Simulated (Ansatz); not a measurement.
Isolated molecules relaxed with PBE0-D4/def2-TZVP in Ansatz; ΔE leaves out vibrations. CBS: MP2 limit from def2 TZ/QZ plus the TZ coupled-cluster correction, frozen cores. DFT in def2-TZVPP. For As outer-core shells are correlated without core-valence functions, which leaves a few kJ/mol of doubt a bond. Scalar relativity is left out up to krypton. Each species was taken in one conformer, which may not be the lowest.

`BCBCl` + `OC[AsH2]` → `B[AsH]CO` + `CBCl`  (ligand exchange at a B–C bond)

`BCBCl`:

```xyz
9

B    -0.525    0.900    0.825
C     0.142   -0.449    0.436
B     0.423   -0.428   -1.087
Cl   -0.451   -1.474   -2.183
H     0.058    1.928    0.637
H    -1.623    0.935    1.297
H     1.150   -0.387    0.881
H    -0.392   -1.335    0.776
H     1.220    0.309   -1.582
```

`OC[AsH2]`:

Cartesian coordinates in Å:
```
O -0.726 0.253 1.467
C -0.223 -0.503 0.395
As 1.290 0.436 -0.515
H -1.182 1.021 1.114
H -0.998 -0.767 -0.330
H 0.180 -1.424 0.818
H 0.382 1.453 -1.205
H 1.277 -0.469 -1.744
```

`B[AsH]CO`:

```xyz
10

B    -1.572   -1.071    0.114
As   -0.617    0.337    1.118
C     1.115    0.384    0.192
O     0.936    0.556   -1.195
H    -0.978   -2.061   -0.193
H    -2.754   -1.006   -0.034
H    -1.240    1.587    0.536
H     1.604   -0.568    0.434
H     1.704    1.196    0.633
H     1.802    0.645   -1.605
```

`CBCl`:

```xyz
7

C     0.392   -0.055    0.602
B    -0.526    0.112   -0.634
Cl   -0.089   -0.539   -2.199
H     1.302   -0.628    0.424
H    -0.174   -0.521    1.417
H     0.664    0.939    0.979
H    -1.569    0.692   -0.589
```

```json
{"level": "LDA (SPW92)", "ΔE (kcal/mol)": "-1.9"}
{"level": "PBE-D4", "ΔE (kcal/mol)": "-2.4"}
{"level": "r2SCAN-D4", "ΔE (kcal/mol)": "-2.4"}
{"level": "HF/def2-SVP", "ΔE (kcal/mol)": "-1.8"}
```

(1) What does CCSD(T)/CBS give? (Estimate.)

Largest T1 diagnostic among the species: 0.013.

Results:

(1) Computed: -3.0 kcal/mol. The listed levels differ from it by 1.1, 0.6, 0.6, 1.2 kcal/mol.

Leaving LDA and LC-ωPBE aside and taking each functional with its dispersion term where it has one, the values, not all of them listed here, spread over 1.3 kcal/mol, from PBE-QIDH to ωB97M-V. At CCSD(T), def2-SVP lies +1.7 kcal/mol from the extrapolated value and def2-TZVPP +0.1 kcal/mol.
